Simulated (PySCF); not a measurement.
## Electronic absorption of ZnMe(tBu)

ZnMe(tBu), C5H12Zn (singlet state).
Structure used (PBE0-D3(BJ)/def2-SVP), in Å, numbered top down from 1:
```
atom  x, y, z in Å
Zn1    0.0053   -0.0030    1.3472
C2     0.0017   -0.0279    3.2984
H3    -1.0225    0.0673    3.6957
H4     0.5945    0.8042    3.7129
H5     0.4240   -0.9661    3.6938
C6    -0.0010    0.0111   -0.6327
C7     1.4142   -0.2423   -1.1499
C8    -0.4946    1.3661   -1.1372
C9    -0.9325   -1.0911   -1.1366
H10    1.4299   -0.2521   -2.2591
H11    2.1246    0.5377   -0.8283
H12    1.8160   -1.2141   -0.8173
H13    0.1486    2.1980   -0.8051
H14   -1.5226    1.5887   -0.8047
H15   -0.5029    1.3918   -2.2461
H16   -1.9726   -0.9495   -0.7983
H17   -0.6115   -2.0942   -0.8093
H18   -0.9550   -1.1080   -2.2456
```

Theory: TDDFT PBE0/def2-SVPD, vertical, gas phase, core orbitals frozen in the response (PySCF).

Task: List the vertical singlet excitations with oscillator strengths and describe the spectrum.

Result: 

| state | λ (nm) | E (eV) | f | main configurations (H = HOMO, L = LUMO) |
| --- | --- | --- | --- | --- |
| S1 | 243.1 | 5.10 | 0.0052 | H→L/L+1 (97%) |
| S2 | 242.9 | 5.10 | 0.0053 | H→L/L+1 (89%), H→L+2 (10%) |
| S3 | 225.2 | 5.51 | 0.149 | H→L+2 (86%) |
| S4 | 190.9 | 6.49 | 0.217 | H→L+3 (98%) |
| S5 | 171.9 | 7.21 | 0.013 | H-1→L+2 (52%), H→L+4 (36%) |
| S6 | 168.8 | 7.34 | 0.091 | H-1→L/L+1 (≥82%), H→L+5 (13%) |
| S7 | 168.7 | 7.35 | 0.091 | H-1→L/L+1 (≥73%), H→L+6 (13%) |
| S8 | 165.5 | 7.49 | 0.084 | H→L+5 (50%), H→L+4 (20%), H-1→L/L+1 (≥13%) |
| S9 | 165.5 | 7.49 | 0.047 | H→L+6 (41%), H→L+5 (30%), H-1→L/L+1 (≥14%) |
| S10 | 165.4 | 7.50 | 0.137 | H→L+6 (35%), H→L+4 (32%), H-1→L+2 (25%) |
| S11 | 156.4 | 7.92 | 0.0028 | H→L+7 (79%), H→L+8 (10%) |
| S12 | 156.4 | 7.93 | 0.0026 | H→L+8 (76%), H→L+7 (10%) |
| S13 | 155.6 | 7.97 | 0.0005 | H-3/H-2→L/L+1 (≥84%) |
| S14 | 155.5 | 7.97 | 0.0004 | H-3/H-2→L/L+1 (≥92%) |
| S15 | 155.5 | 7.97 | 0.0001 | H-3/H-2→L/L+1 (≥72%) |

Triplets (Tamm–Dancoff): T1 4.80 eV, H→L+2 (66%), H→L/L+1 (≥27%); T2 4.86 eV, H→L/L+1 (≥96%); T3 4.87 eV, H→L/L+1 (72%), H→L+2 (26%).

The lowest singlet level (S1/S2) lies at 5.10 eV (243 nm, ultraviolet) and is weak. The strongest level in the table is S4 at 6.49 eV (191 nm, f = 0.217). S1/S2, S6/S7, S8/S9/S10, S11/S12 and S13/S14/S15 lie within about 0.01 eV of each other in each set. For S1 the Löwdin share of zinc is 14% in HOMO and 59% in LUMO (ligand-to-metal charge transfer by this measure). Of the 15 states listed, 8 reach f = 0.01 and 3 stay under 0.0005. The listed states span 2.87 eV, and the widest gap between neighbours is 0.99 eV (S3 to S4). The oscillator strengths of these states sum to 0.846; summed over the whole spectrum of an exact calculation they would give the number of electrons, 72 (Thomas–Reiche–Kuhn). No computed singlet lies in the visible range (380 to 750 nm); the lowest, at 243 nm, stands 1.84 eV above its violet end (3.26 eV). Orbitals of the list HOMO-3 to LUMO+2 that lie within 0.01 eV of each other are written together with a slash and their weights summed (≥ marks a lower bound); for degenerate orbitals outside that list single weights are arbitrary. The window holds the lowest 15 singlets.
